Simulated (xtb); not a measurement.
Cl₄MoO, triplet, at a GFN2-xTB geometry (such geometries of metal compounds can be far from the true shape) (the multiplicity is a formal guess); xtb with GFN2-xTB.

xtb was given this input:
```
$ xtb mol.xyz --gfn 2 --uhf 2 --grad --json

# file mol.xyz
6

Mo     0.48749864    -0.17709820     0.15070901
O      1.38127443    -0.74911435     1.38941818
Cl    -1.65814993    -0.20351762    -1.22695926
Cl     0.06111374     2.01757753     0.56074168
Cl     1.49379273    -0.55592510    -1.72486824
Cl    -1.75117642    -0.46807367     1.36490205
```

Problem. What does xtb print? Leave out banner, timings and long lists.

Solution. 
```
   ID    Z sym.   atoms
    1   42 Mo     1
    2    8 O      2
    3   17 Cl     3-6

           -------------------------------------------------
          |                Calculation Setup                |
           -------------------------------------------------

           -------------------------------------------------
          |                 G F N 2 - x T B                 |
           -------------------------------------------------

          ...................................................
          :                      SETUP                      :
          :.................................................:
          :  # basis functions                  54          :
          :  # atomic orbitals                  49          :
          :  # shells                           17          :
          :  # electrons                        40          :
          :  max. iterations                   250          :
          :  Hamiltonian                  GFN2-xTB          :
          :  restarted?                      false          :
          :  GBSA solvation                  false          :
          :  PC potential                    false          :
          :  electronic temp.          300.0000000     K    :
          :  accuracy                    1.0000000          :
          :  -> integral cutoff          0.2500000E+02      :
          :  -> integral neglect         0.1000000E-07      :
          :  -> SCF convergence          0.1000000E-05 Eh   :
          :  -> wf. convergence          0.1000000E-03 e    :
          :  Broyden damping             0.4000000          :
          :  net charge                          0          :
          :  unpaired electrons                  2          :
          ...................................................

 iter      E             dE          RMSdq      gap      omega  full diag
   1    -24.1924267 -0.241924E+02  0.114E+01    1.29       0.0  T
   2    -24.1410330  0.513937E-01  0.103E+01    0.75       1.0  T
   3    -24.4577706 -0.316738E+00  0.345E+00    1.03       1.0  T
   4    -24.4586206 -0.849945E-03  0.220E+00    1.10       1.0  T
   5    -24.4578528  0.767757E-03  0.110E+00    1.09       1.0  T
   6    -24.4590016 -0.114878E-02  0.471E-01    1.08       1.0  T
   7    -24.4594589 -0.457285E-03  0.246E-01    1.07       1.0  T
   8    -24.4594777 -0.188138E-04  0.175E-01    1.07       1.0  T
   9    -24.4595213 -0.436114E-04  0.133E-01    1.07       1.0  T
[...]
         :: total energy             -24.423940594261 Eh    ::
[...]
      -------------------------------------------------------------
                  HL-Gap            0.0395488 Eh            1.0762 eV
             Fermi-level           -0.4069322 Eh          -11.0732 eV

     #   Z          covCN         q      C6AA      α(0)
     1  42 Mo       4.046     0.791   346.333    38.276
     2   8 O        0.804    -0.425    22.220     6.319
     3  17 Cl       1.342    -0.106   102.487    15.488
     4  17 Cl       0.853    -0.138   103.413    15.557
     5  17 Cl       0.850    -0.087   101.801    15.435
     6  17 Cl       1.338    -0.035   100.287    15.321

 Mol. C6AA /au·bohr⁶  :       4017.721217
 Mol. C8AA /au·bohr⁸  :     229565.883321
 Mol. α(0) /au        :        106.396699

Wiberg/Mayer (AO) data.
largest (>0.10) Wiberg bond orders for each atom

 ---------------------------------------------------------------------------
     #   Z sym  total        # sym  WBO       # sym  WBO       # sym  WBO
 ---------------------------------------------------------------------------
     1  42 Mo   6.099 --     2 O    2.168     5 Cl   1.347     4 Cl   1.265
                             6 Cl   0.704     3 Cl   0.615
     2   8 O    2.401 --     1 Mo   2.168
     3  17 Cl   1.205 --     1 Mo   0.615     6 Cl   0.481
     4  17 Cl   1.464 --     1 Mo   1.265
     5  17 Cl   1.587 --     1 Mo   1.347
     6  17 Cl   1.289 --     1 Mo   0.704     3 Cl   0.481
 ---------------------------------------------------------------------------

Topologies differ in total number of bonds
Writing topology from bond orders to xtbtopo.mol

molecular dipole:
                 x           y           z       tot (Debye)
 q only:       -0.195      -0.027      -0.599
   full:       -0.153       0.017      -1.019       2.620
molecular quadrupole (traceless):
                xx          xy          yy          xz          yz          zz
 q only:       -0.514       1.943       1.635      -3.597       0.952      -1.121
  q+dip:       -1.814       1.629       1.808      -4.235       1.632       0.006
   full:       -2.134       1.559       1.384      -4.450       1.645       0.750

           -------------------------------------------------
          | TOTAL ENERGY              -24.423940594261 Eh   |
          | GRADIENT NORM               0.000011868230 Eh/α |
          | HOMO-LUMO GAP               1.076176843172 eV   |
           -------------------------------------------------

normal termination of xtb
```
